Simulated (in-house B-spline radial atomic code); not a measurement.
Results of a calculation; reference values are marked as such.
## Making a Troullier-Martins d channel for Sc, r_c = 3.28 bohr

Sc, [Ar] 3d1 4s2, non-relativistic LDA (VWN5), spherical and spin-unpolarised, from a B-spline radial code for spherical atoms (atomic units). The all-electron 3d level is ε = -0.131081 hartree and its outer maximum at 1.09 bohr.

Inside r_c the pseudo-orbital is u(r) = r^3 exp(p(r)), with p = c0 + c2 r² + c4 r⁴ + … + c12 r¹². The seven coefficients follow from p and its first four derivatives at r_c, from zero curvature of the screened potential at the origin, c4 = −c2²/(2l + 5), and from the norm inside r_c. At r_c the all-electron orbital has P = 0.3131087, P' = -0.1450834, the screened potential V = -0.311664, V' = 0.1798375, V'' = -0.1622821, and the norm inside is Q = 0.897892.

(1) What are p, p' and p'' at r_c?

For a trial c2 the five matching conditions are linear in c0, c6, c8, c10 and c12, and c2 is varied until the norm inside r_c equals Q. The root nearest zero gives:

| n | c_n |
| --- | --- |
| 0 | 0.2248323 |
| 2 | -0.7004343 |
| 4 | -0.05451202 |
| 6 | 0.02284258 |
| 8 | -0.002549029 |
| 10 | 0.0001279612 |
| 12 | -2.478348e-06 |

(2) Check c4 and p(r_c), and find the screened pseudopotential at the origin.

Orbitals and screened potentials:

| r (bohr) | P | u | V all-electron | V pseudo |
| --- | --- | --- | --- | --- |
| 0.328 | 0.2674 | 0.04095 | -28.8 | -5.022 |
| 0.82 | 0.6746 | 0.4233 | -5.843 | -4.644 |
| 1.312 | 0.698 | 0.7932 | -2.18 | -3.242 |
| 1.804 | 0.5995 | 0.7285 | -1.075 | -1.37 |
| 2.296 | 0.4888 | 0.5255 | -0.6323 | -0.3364 |
| 2.788 | 0.3924 | 0.3944 | -0.4256 | -0.2671 |
| 3.28 | 0.3131 | 0.3131 | -0.3117 | -0.3117 |

Logarithmic derivatives P'/P at R = 3.58 bohr, for energies E around ε:

```
E − ε (hartree)  all-electron     pseudo
           -0.5       1.07839    1.10753
          -0.25      0.776939   0.812063
           -0.1      0.433195   0.461549
              0     -0.468733  -0.468727
            0.1       1.81681    2.22698
           0.25      0.713208    0.91806
            0.5      0.110271   0.404425
```

Answers

(1) p = ln(P/r_c^3) = ln(0.3131087/35.2876) = -4.72474. p' = P'/P − 3/r_c = -0.46336 − 0.91463 = -1.37800. The radial equation gives p'' = 2(V − ε) − 2(3) p'/r_c − p'² = -0.36117 − (-2.52073) − 1.89888 = 0.26068. Differentiating, p''' = 2V' + 2(3)p'/r_c² − 2(3)p''/r_c − 2p'p'' = -0.16726, and p'''' = 2V'' − 4(3)p'/r_c³ + 4(3)p''/r_c² − 2(3)p'''/r_c − 2p''² − 2p'p''' = 0.1439.

(2) −c2²/9 = -0.054512, as listed. The terms c_n r_c^n are 0.22483, -7.53555, -6.30939, 28.44384, -34.14802, 18.44236, -3.84281, which sum to -4.72474. Inverting the radial equation, V_l(r) = ε + 3 p'/r + (p'' + p'²)/2, so V_l(0) = ε + (2l + 3) c2 = -0.131081 + 7 × (-0.700434) = -5.0341 hartree, finite where the all-electron potential diverges.
